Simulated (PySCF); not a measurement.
## Calculated data, H2O2Si2, B2H5OSi, BH4O2Si

Computed with PySCF 2.14.0. Calculation on a computer-drawn molecule: optimised geometry and harmonic frequencies of an isolated molecule of the commonest isotopes, restricted reference for singlets and unrestricted otherwise, frozen core in MP2.

Common to all runs: multiplicity 1.

```json
{"entry": 1, "formula": "H2O2Si2", "start_structure": {"atoms_angstrom": [["O", -1.384, -1.1457, 0.165], ["Si", -0.5935, -1.2335, -1.0975], ["O", -0.6372, -2.4226, -2.171], ["Si", -1.0848, -3.8618, -2.9068], ["H", 0.3726, -0.246, -1.5711], ["H", -2.3048, -3.3235, -3.6394]]}, "given": {"charge": 0, "method": "MP2", "basis": "cc-pV(D+d)Z", "drawn_bonds_atom": [1, 2, 3, 2, 4], "drawn_bonds_other_atom": [2, 3, 4, 5, 6], "drawn_bonds_order": [2, 1, 1, 1, 1]}, "results": {"optimised_atom_element": ["O", "Si", "O", "Si", "H", "H"], "optimised_atom_x [angstrom]": [-1.692, -0.5953, -0.2558, -1.05, 0.4053, -2.444], "optimised_atom_y [angstrom]": [-1.232, -1.288, -2.524, -3.784, -0.2478, -3.157], "optimised_atom_z [angstrom]": [-0.1336, -1.203, -2.236, -3.069, -1.481, -3.098], "modes_frequency [cm^-1]": [69.99, 117.4, 159.3, 381.9, 580.2, 594.1, 886.6, 905.4, 980.3, 1224, 2061, 2351], "modes_reduced_mass [dalton]": [4.155, 3.91, 1.353, 10.39, 2.121, 3.122, 1.27, 1.128, 5.505, 16.11, 1.044, 1.046], "rotational_constants [GHz]": [16.03, 2.374, 2.1], "total_energy [hartree]": -729.3406, "convergence_status_largest_gradient_component [hartree/bohr]": 1.623e-05}}
{"entry": 2, "formula": "B2H5OSi", "start_structure": {"atoms_angstrom": [["O", -1.6308, -2.6878, -1.247], ["B", -2.0619, -1.4895, -1.2088], ["B", -1.7516, 0.0095, -1.7848], ["Si", -0.6603, 1.3491, -0.9713], ["H", -1.9852, -3.4318, -0.8164], ["H", -2.9933, -1.1271, -0.533], ["H", -2.3709, 0.2925, -2.7911], ["H", -0.8685, 2.0863, 0.272], ["H", 0.5828, 1.851, -1.507]]}, "given": {"charge": 1, "method": "HF", "basis": "cc-pV(D+d)Z", "drawn_bonds_atom": [1, 2, 3, 1, 2, 3, 4, 4], "drawn_bonds_other_atom": [2, 3, 4, 5, 6, 7, 8, 9], "drawn_bonds_order": [1, 1, 1, 1, 1, 1, 1, 1]}, "results": {"optimised_atom_element": ["O", "B", "B", "Si", "H", "H", "H", "H", "H"], "optimised_atom_x [angstrom]": [-1.409, -2.312, -1.938, -0.5836, -1.641, -3.334, -2.449, -0.907, 0.8338], "optimised_atom_y [angstrom]": [-2.415, -1.45, 0.08974, 1.352, -3.275, -1.601, 0.4788, 2.361, 1.311], "optimised_atom_z [angstrom]": [-1.265, -1.073, -1.765, -0.9813, -0.9381, -0.465, -2.775, 0.03527, -1.36], "modes_frequency [cm^-1]": [62.88, 172.9, 184.5, 331.3, 436.8, 528.0, 563.7, 731.4, 770.7, 804.4, 932.7, 995.9, 1035, 1064, 1260, 1433, 2392, 2424, 2727, 2742, 4112], "modes_reduced_mass [dalton]": [4.437, 1.509, 1.679, 1.966, 1.089, 2.876, 1.219, 1.341, 1.82, 1.645, 1.687, 1.323, 1.115, 1.191, 1.63, 5.139, 1.029, 1.056, 1.093, 1.091, 1.067], "rotational_constants [GHz]": [15.91, 2.391, 2.223], "total_energy [hartree]": -415.8069, "convergence_status_largest_gradient_component [hartree/bohr]": 3.526e-05}}
{"entry": 3, "formula": "BH4O2Si", "start_structure": {"atoms_angstrom": [["O", -1.2537, 2.7056, -2.0708], ["B", -0.3541, 1.6406, -2.2447], ["O", 0.3494, 1.1259, -1.2559], ["Si", 0.2992, 1.3158, 0.4586], ["H", -1.2039, 3.0144, -1.1448], ["H", -0.2504, 1.3416, -3.3375], ["H", 1.7756, 1.7704, 0.5082], ["H", -0.3423, 2.6656, 0.5921]]}, "given": {"charge": -1, "method": "HF", "basis": "aug-cc-pV(D+d)Z", "drawn_bonds_atom": [1, 2, 3, 1, 2, 4, 4], "drawn_bonds_other_atom": [2, 3, 4, 5, 6, 7, 8], "drawn_bonds_order": [1, 1, 1, 1, 1, 1, 1]}, "results": {"total_energy [hartree]": null, "rotational_constants [GHz]": null}}
```

Q: BH4O2Si (entry 3): total energy?
A: -465.8199 hartree

Q: BH4O2Si (entry 3): rotational constants?
A: 15.12, 3.613, 3.004 GHz

Further results for BH4O2Si (entry 3):

* convergence status largest gradient component: 1.014e-05 hartree/bohr

Optimised structure:
```xyz
8
BH4O2Si
O     -0.8233     2.9173    -2.0397
B     -0.3739     1.6271    -2.2068
O      0.1461     0.8725    -1.2462
Si     0.5203     1.2274     0.4593
H     -0.7197     3.1804    -1.1349
H     -0.4897     1.1934    -3.3338
H      1.4626     2.4311     0.2303
H     -0.7027     2.1307     0.7769
```

Modes:
| frequency (cm⁻¹) | reduced mass (dalton) |
| --- | --- |
| 64.05 | 1.138 |
| 189.1 | 4.225 |
| 211.6 | 2.601 |
| 570.7 | 4.758 |
| 588.3 | 6.677 |
| 682.5 | 1.179 |
| 844.1 | 1.098 |
| 907.5 | 1.131 |
| 1006 | 1.636 |
| 1044 | 1.058 |
| 1109 | 1.997 |
| 1216 | 1.613 |
| 1268 | 1.709 |
| 1485 | 4.561 |
| 1883 | 1.046 |
| 1937 | 1.04 |
| 2575 | 1.089 |
| 4088 | 1.065 |
